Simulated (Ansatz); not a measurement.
Ansatz (a first-principles code) input:

Ansatz 0.2 input:
```yaml
crystal:
  periodic: [false, false, false]
  atoms:
    - {symbol: W, position_ang: [0.00337264, 0.00585587, -0.23953317]}
    - {symbol: Cl, position_ang: [2.14739496, 0.01666381, 0.55239464]}
    - {symbol: Cl, position_ang: [-2.16207586, -0.04215404, 0.49027918]}
basis:
  gaussian:
    orbitals: def2-SVPD
magnetization: {spin_polarized: true, initial_magnetization: 4}
correlation: {method: ccsd_t, electrons: outside_noble_gas}
output: {forces: true}
```

**Question.** What final total energy does it print?

**Answer.** -985.63088 Eh (CCSD(T)/def2-SVPD). The basis has 89 functions.

The spin state was set by rule; other spins were not relaxed.
